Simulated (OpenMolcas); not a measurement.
# A ladder of methods for CH5FOSn (SMILES FC[O][SnH3])

The species is CH5FOSn (9 atoms), meant as a singlet with charge 0. SMILES: `FC[O][SnH3]`. Geometry: relaxed at PBE0-D4/def2-TZVP. This is one conformer, not always the lowest.

```xyz
9

F    -0.5968    1.7542    0.0315
C    -1.2915    0.5661    0.2778
O    -0.7360   -0.4634   -0.4050
Sn    1.2393   -0.7015   -0.3197
H    -1.2588    0.4340    1.3693
H    -2.3191    0.7246   -0.0661
H     1.6901   -0.3903    1.2948
H     1.4078   -2.3331   -0.7653
H     1.9535    0.3631   -1.4344
```

Each level gives the energy change with the Sn4–H9 bond stretched from 1.699 to 3.737 Å (eV). The values are calculated.

```tsv
level	kind	program	value (eV)	CPU time (all runs)
HF/def2-SVP (core potential) (unrestricted)	Hartree–Fock	OpenMolcas	2.60	17 s
BLYP/def2-SVP (core potential) (restricted)	GGA	OpenMolcas	3.48	74 s
revPBE/def2-SVP (core potential) (restricted)	GGA	OpenMolcas	3.59	60 s
TPSS/def2-SVP (core potential) (restricted)	meta-GGA	OpenMolcas	3.88	79 s
B3LYP/def2-SVP (core potential) (restricted)	global hybrid	OpenMolcas	3.99	73 s
M06-2X/def2-SVP (core potential) (restricted)	hybrid meta-GGA	OpenMolcas	4.49	61 s
B2PLYP/def2-SVP (core potential) (restricted)	double hybrid	OpenMolcas	4.07	41 s
MP2/def2-SVP (core potential) (restricted)	perturbation theory	OpenMolcas	4.40	13 s
```

The first shape isn't each level's own minimum. The values span 2.60 to 4.49 eV. Spin contamination of the reference (⟨S²⟩ at least 0.1 too high) touches HF/def2-SVP. In the correlated wave-function rows the outer d shell of Sn is correlated, in sets not made for it. CPU times are rough (shared hosts, several kinds of processor and program).
